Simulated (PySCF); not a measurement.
Record of a relaxation.

Species: TeI2Me2, C2H6I2Te.
Bonds: Te1–I2, Te1–I3, Te1–C4, Te1–C8. Hydrogens: H5, H6, H7 on C4; H9, H10, H11 on C8.

Computed by this run: PBE0-D3(BJ)/def2-SVP geometry optimisation, gas phase, def2 core potentials past Kr in PySCF; density fitting, grid level 1; the optimiser is geomeTRIC in internal coordinates, started from a GFN2-xTB structure with every atom displaced at random (about 0.03 Å). The frame can shift and turn from step to step; on so coarse a grid that alone can change the energy by a few meV, and forces under 0.02 eV/Å are noise.

Step 0: E = -25664.4660 eV, largest atomic force 4.531 eV/Å
```
atom  x, y, z in Å  |  force x, y, z in eV/Å
Te1    -0.643   -0.996    0.045   -0.062   1.417  -0.454
I2     -0.662   -0.730    2.827    0.066   0.005   0.890
I3     -0.681   -0.942   -2.801    0.049  -0.066  -0.519
C4      1.522   -0.789   -0.039   -1.764  -1.410  -0.679
H5      1.780   -1.689   -0.592    0.512  -0.167  -0.091
H6      1.828   -0.771    0.964    0.752  -0.082   1.719
H7      1.747    0.093   -0.566    0.338   1.393  -0.946
C8     -1.092    1.184    0.000   -3.307  -1.974   2.388
H9     -2.062    1.337    0.633    1.497  -0.547  -1.048
H10    -1.281    1.520   -0.967   -0.062   0.484  -2.205
H11    -0.358    1.699    0.527    1.982   0.947   0.946
```

Step 1: E = -25664.8865 eV, largest atomic force 0.633 eV/Å
```
atom  x, y, z in Å  |  force x, y, z in eV/Å
Te1    -0.685   -0.922    0.045    0.207  -0.540  -0.062
I2     -0.648   -0.715    3.007    0.035  -0.008  -0.384
I3     -0.719   -0.866   -2.912    0.060  -0.086   0.278
C4      1.466   -0.777   -0.035   -0.372  -0.067   0.005
H5      1.789   -1.664   -0.593    0.134   0.016   0.007
H6      1.819   -0.771    1.003    0.065   0.009  -0.033
H7      1.705    0.143   -0.581    0.041  -0.024   0.000
C8     -1.096    1.138    0.006   -0.269   0.474   0.322
H9     -2.015    1.265    0.591   -0.060   0.066   0.003
H10    -1.243    1.447   -1.036    0.185   0.064   0.065
H11    -0.275    1.637    0.537   -0.026   0.098  -0.199
```

Step 2: E = -25664.9325 eV, largest atomic force 0.322 eV/Å
```
atom  x, y, z in Å  |  force x, y, z in eV/Å
Te1    -0.677   -0.948    0.029   -0.143   0.288   0.020
I2     -0.635   -0.709    2.937    0.031  -0.043  -0.040
I3     -0.682   -0.926   -2.886    0.036  -0.020   0.058
C4      1.461   -0.797   -0.044   -0.018   0.078   0.048
H5      1.817   -1.677   -0.595    0.017   0.015  -0.002
H6      1.821   -0.781    0.995   -0.008   0.027  -0.125
H7      1.700    0.125   -0.594    0.021  -0.096   0.056
C8     -1.120    1.168    0.032    0.164  -0.076  -0.034
H9     -2.043    1.291    0.606   -0.139  -0.045   0.064
H10    -1.244    1.493   -1.011    0.104  -0.041   0.102
H11    -0.298    1.676    0.560   -0.064  -0.086  -0.147
```

Step 3: E = -25664.9396 eV, largest atomic force 0.088 eV/Å
```
atom  x, y, z in Å  |  force x, y, z in eV/Å
Te1    -0.688   -0.938    0.034   -0.047   0.019   0.021
I2     -0.628   -0.726    2.928    0.019  -0.018   0.062
I3     -0.682   -0.921   -2.863    0.026  -0.026  -0.079
C4      1.449   -0.789   -0.043    0.004   0.005   0.005
H5      1.808   -1.669   -0.592   -0.003   0.000   0.000
H6      1.817   -0.770    0.991   -0.001   0.014  -0.022
H7      1.695    0.127   -0.593    0.002  -0.014   0.000
C8     -1.117    1.163    0.031   -0.036   0.015   0.059
H9     -2.047    1.291    0.602    0.035  -0.002  -0.041
H10    -1.222    1.482   -1.013    0.021   0.010   0.024
H11    -0.289    1.664    0.550   -0.021  -0.004  -0.029
```

Step 4: E = -25664.9414 eV, largest atomic force 0.053 eV/Å
```
atom  x, y, z in Å  |  force x, y, z in eV/Å
Te1    -0.692   -0.936    0.038   -0.021   0.010  -0.005
I2     -0.623   -0.737    2.940    0.014  -0.009  -0.001
I3     -0.674   -0.931   -2.871    0.017  -0.018  -0.002
C4      1.445   -0.788   -0.044    0.000  -0.011  -0.013
H5      1.803   -1.669   -0.590   -0.007  -0.005   0.003
H6      1.817   -0.762    0.987    0.002   0.007   0.019
H7      1.691    0.125   -0.598   -0.004   0.011  -0.018
C8     -1.117    1.166    0.033   -0.025  -0.012   0.045
H9     -2.049    1.297    0.597    0.018   0.005  -0.027
H10    -1.213    1.484   -1.011   -0.003   0.010  -0.019
H11    -0.290    1.665    0.551    0.010   0.013   0.018
```

Step 5: E = -25664.9423 eV, largest atomic force 0.028 eV/Å
```
atom  x, y, z in Å  |  force x, y, z in eV/Å
Te1    -0.696   -0.934    0.040   -0.022   0.002  -0.007
I2     -0.617   -0.743    2.942    0.008  -0.005  -0.008
I3     -0.662   -0.946   -2.872    0.004  -0.006   0.015
C4      1.440   -0.786   -0.045    0.022  -0.001  -0.010
H5      1.797   -1.671   -0.586   -0.004  -0.004   0.008
H6      1.814   -0.752    0.984   -0.001   0.004   0.013
H7      1.684    0.122   -0.608   -0.006   0.003  -0.014
C8     -1.117    1.168    0.036    0.025  -0.009  -0.007
H9     -2.052    1.302    0.591   -0.020   0.008   0.001
H10    -1.202    1.489   -1.009   -0.011   0.004  -0.017
H11    -0.292    1.666    0.559    0.005   0.006   0.027
```

Step 6: E = -25664.9428 eV, largest atomic force 0.031 eV/Å
```
atom  x, y, z in Å  |  force x, y, z in eV/Å
Te1    -0.700   -0.932    0.042    0.010   0.003  -0.005
I2     -0.609   -0.750    2.944    0.000   0.003  -0.009
I3     -0.651   -0.962   -2.869   -0.009   0.003   0.013
C4      1.437   -0.785   -0.046    0.008   0.009  -0.002
H5      1.792   -1.677   -0.577   -0.001  -0.006   0.010
H6      1.812   -0.737    0.983   -0.005   0.003   0.003
H7      1.679    0.116   -0.623   -0.006  -0.006  -0.008
C8     -1.116    1.172    0.036    0.024   0.000  -0.020
H9     -2.059    1.309    0.580   -0.011   0.001   0.001
H10    -1.190    1.495   -1.009   -0.005  -0.005  -0.003
H11    -0.296    1.668    0.569   -0.005  -0.004   0.019
```

Step 7: E = -25664.9431 eV, largest atomic force 0.027 eV/Å
```
atom  x, y, z in Å  |  force x, y, z in eV/Å
Te1    -0.702   -0.931    0.043    0.014  -0.010   0.000
I2     -0.604   -0.749    2.944   -0.005   0.004   0.000
I3     -0.645   -0.976   -2.867   -0.016   0.008   0.007
C4      1.434   -0.784   -0.046    0.002   0.010   0.001
H5      1.790   -1.684   -0.563    0.006  -0.004   0.011
H6      1.809   -0.721    0.983   -0.002   0.004  -0.005
H7      1.674    0.109   -0.636    0.001  -0.010  -0.003
C8     -1.115    1.173    0.035    0.013   0.011  -0.021
H9     -2.064    1.311    0.567   -0.009  -0.002   0.001
H10    -1.178    1.497   -1.010    0.004  -0.005   0.005
H11    -0.301    1.667    0.580   -0.009  -0.007   0.005
```

Task: Summarise the path.

Result: The energy falls by 46.03 kJ/mol from step 0 to step 7; nine tenths of that is first reached at step 2. It falls at every step. The largest force goes from 4.531 to 0.027 eV/Å. Among the bonds Te1–I2 changes most, from 2.795 to 2.908 Å; the atoms move by 0.086 Å rms after alignment.

Task: Follow the three bonds and two angles with the largest change from start to end.

Result: 
```json
{"step": "0", "E above end (kJ/mol)": "46.03", "largest force (eV/Å)": "4.531", "Te1–I2 (Å)": "2.795", "Te1–C8 (Å)": "2.226", "C8–H9 (Å)": "1.168", "Te1–C4–H5 (°)": "100.2", "H9–C8–H11 (°)": "104.3"}
{"step": "1", "E above end (kJ/mol)": "5.46", "largest force (eV/Å)": "0.633", "Te1–I2 (Å)": "2.969", "Te1–C8 (Å)": "2.101", "C8–H9 (Å)": "1.097", "Te1–C4–H5 (°)": "105.0", "H9–C8–H11 (°)": "108.4"}
{"step": "2", "E above end (kJ/mol)": "1.02", "largest force (eV/Å)": "0.322", "Te1–I2 (Å)": "2.918", "Te1–C8 (Å)": "2.162", "C8–H9 (Å)": "1.093", "Te1–C4–H5 (°)": "106.5", "H9–C8–H11 (°)": "109.0"}
{"step": "3", "E above end (kJ/mol)": "0.34", "largest force (eV/Å)": "0.088", "Te1–I2 (Å)": "2.902", "Te1–C8 (Å)": "2.144", "C8–H9 (Å)": "1.099", "Te1–C4–H5 (°)": "106.8", "H9–C8–H11 (°)": "109.8"}
{"step": "4", "E above end (kJ/mol)": "0.16", "largest force (eV/Å)": "0.053", "Te1–I2 (Å)": "2.909", "Te1–C8 (Å)": "2.144", "C8–H9 (Å)": "1.098", "Te1–C4–H5 (°)": "106.8", "H9–C8–H11 (°)": "110.1"}
{"step": "5", "E above end (kJ/mol)": "0.08", "largest force (eV/Å)": "0.028", "Te1–I2 (Å)": "2.910", "Te1–C8 (Å)": "2.144", "C8–H9 (Å)": "1.096", "Te1–C4–H5 (°)": "106.8", "H9–C8–H11 (°)": "110.2"}
{"step": "6", "E above end (kJ/mol)": "0.03", "largest force (eV/Å)": "0.031", "Te1–I2 (Å)": "2.909", "Te1–C8 (Å)": "2.144", "C8–H9 (Å)": "1.097", "Te1–C4–H5 (°)": "106.7", "H9–C8–H11 (°)": "110.2"}
{"step": "7", "E above end (kJ/mol)": "0.00", "largest force (eV/Å)": "0.027", "Te1–I2 (Å)": "2.908", "Te1–C8 (Å)": "2.144", "C8–H9 (Å)": "1.097", "Te1–C4–H5 (°)": "106.6", "H9–C8–H11 (°)": "110.1"}
```

The cost below is that of the whole optimisation. Hardware: an AMD EPYC 9R45 with one thread, on a shared host. Cost: 72 s of wall time, 0.55 GiB resident at most.
